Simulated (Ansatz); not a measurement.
Reaction (ligand exchange at the Si–S bond): `F[SiH](S)[GeH3]` + HCl → `F[SiH](Cl)[GeH3]` + H₂S

Calculated with Ansatz (gas phase, PBE0-D4/def2-TZVP geometries, no zero-point term in ΔE). CCSD(T)/CBS adds triple-zeta CCSD(T) − MP2 to the extrapolated MP2 energy (def2 sets, frozen cores). This one scheme is used for every species. Functionals use def2-TZVPP. B3LYP here is the variant with VWN-RPA as its local correlation; programs differ in this. For Ge outer-core shells are correlated without core-valence functions, which leaves a few kJ/mol of doubt a bond. Scalar relativity is left out up to krypton. Each species was taken in one conformer, which may not be the lowest.

| level | ΔE (kJ/mol) | difference from CCSD(T)/CBS |
| --- | --- | --- |
| PBE-D4 | -30.0 | 5.4 |
| r2SCAN-D4 | -35.0 | 0.4 |
| PBE0-D4 | -32.2 | 3.2 |
| B3LYP-D4 | -36.3 | -0.9 |
| ωB97X-V | -37.3 | -1.9 |
| ωB97M-V | -37.4 | -2.0 |
| PBE | -31.8 | 3.6 |
| B3LYP | -39.2 | -3.8 |
| HF/def2-TZVPP | -47.4 | -12.0 |
| MP2/def2-TZVPP | -35.0 | 0.4 |
| CCSD(T)/def2-TZVPP | -34.8 | 0.6 |
| HF/def2-QZVPP | -48.1 | -12.7 |
| SCS-MP2/def2-QZVPP | -38.0 | -2.6 |
| HF/CBS(def2) | -48.2 | -12.8 |
| MP2/CBS(def2) | -35.5 | -0.1 |
| CCSD/CBS(def2) | -37.4 | -2.0 |
| CCSD(T)/CBS | -35.4 | 0 |

Largest T1 diagnostic among the species: 0.012.

In def2-TZVPP, CCSD(T) changes the Hartree–Fock value by +12.5 kJ/mol (the triples alone add +2.0 kJ/mol) and MP2 by +12.3 kJ/mol.
